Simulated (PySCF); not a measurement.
C₂H₆F₂OSi, SMILES F[SiH](COC)F.

The structure is a stationary point at B3LYP-D3(BJ)/def2-SVP. The structure was generated by enumeration, and PubChem lists no compound with its InChIKey, so it may never have been made. One conformer was computed; it need not be the lowest.

All values below come from PBE0/def2-TZVP (PySCF).

Gas-phase values at a fixed geometry.

Computed frontier levels, gap, dipole moment and polarisability:
```yaml
highest_occupied_level: -7.99 eV
lowest_empty_level: 0.48 eV
orbital_gap: 8.46 eV
dipole_moment: 2.71 D
quadrupole, principal values (traceless, Buckingham form, about the centre of nuclear charge): -4.22, -1.53, 5.75 D·Å
mean_static_polarisability: 52.1 bohr³ (7.72 Å³)
polarisability_principal_values: 46.8, 48.7, 60.8 bohr³
```
